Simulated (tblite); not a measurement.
C₅H₂F₃O₃ (doublet state).
SMILES with atom numbers: `[O:1]=[C:2]1[CH2:3][C:4]=[C:5]([O:6][C:7]([F:8])([F:9])[F:10])[O:11]1` (hydrogens: H12, H13 on C3)

The geometry is computed with GFN2-xTB (gas phase). This method treats the open shell by occupation alone, without spin polarisation.

Task: What internal coordinates does the optimisation give?

Result: 
```tsv
bond	length (bohr)	order
O1=C2	2.244	double
C2–C3	2.928	single
C3–C4	2.759	single
C4=C5	2.486	double
C5–O6	2.576	single
O6–C7	2.527	single
C7–F8, C7–F9	2.512	single
C7–F10	2.522	single
C5–O11	2.652	single
C2–O11	2.547	single
C3–H12, C3–H13	2.062	single
```

Bonds in one row agree within 0.02 bohr and their mean is given. Orders are formal, as drawn. A selection of angles:
```tsv
angle	degrees
O1–C2–C3	126.7
O1–C2–O11	124.4
C3–C2–O11	108.9
C2–C3–C4	100.2
C3–C4–C5	111.0
C4–C5–O6	130.6
C4–C5–O11	111.7
O6–C5–O11	117.6
C5–O6–C7	118.3
O6–C7–F8	107.9
O6–C7–F9	113.5
F8–C7–F9	107.2
C2–O11–C5	108.1
```

Torsions: O1–C2–C3–C4 -179° (antiperiplanar); C2–C3–C4–C5 -1° (synperiplanar); C3–C4–C5–O6 -178° (antiperiplanar); C4–C5–O6–C7 -171° (antiperiplanar); C5–O6–C7–F8 175° (antiperiplanar); C4–C5–O11–C2 -1° (synperiplanar); O1–C2–O11–C5 180° (antiperiplanar). The mirror-image conformer, all signs reversed, is as good.

The C–C distances run from 1.315 Å (C4=C5, drawn double) to 1.549 Å (C2–C3, drawn single), a spread of 0.234 Å. O6 (oxygen bonded to 2 C) is bent (angle 118.3°). The C–O distances run from 1.188 Å (O1=C2, drawn double) to 1.403 Å (C5–O11, drawn single), a spread of 0.215 Å. The 5-membered ring C2–C3–C4–C5–O11 has internal angles of 100.2° to 111.7° (sum 540°, against 540° for a flat polygon); it is planar, 0.00 Å rms from its mean plane, widest ring torsion 1°. Of the pairs four or more bonds apart, F9···O11 is among the closest relative to their van der Waals radii: 2.70 Å, 90 % of the sum of Bondi's values. C2 (carbon bonded to C and 2 O) is planar (angles 126.7°, 124.4° and 108.9°, sum 360.0°, 0.00 Å off the plane of its three neighbours). C5 (carbon bonded to C and 2 O) is planar (angles 130.6°, 117.6° and 111.7°, sum 360.0°, 0.00 Å off the plane of its three neighbours).

Point group: near Cs, missed by 0.23 Å at most; the miss may be what the optimiser left on a soft mode. Its lowest GFN2-xTB frequency is 15i cm⁻¹, too small to tell a flat minimum from a shallow saddle. 3 starts were optimised and ended at 0.00, 0.01 and 0.13 kcal/mol (GFN2-xTB); the lowest of these is shown.

On an Arm Neoverse V2 with one thread, no GPU, on a shared host, this took 0.16 s. This is the geometry optimisation.
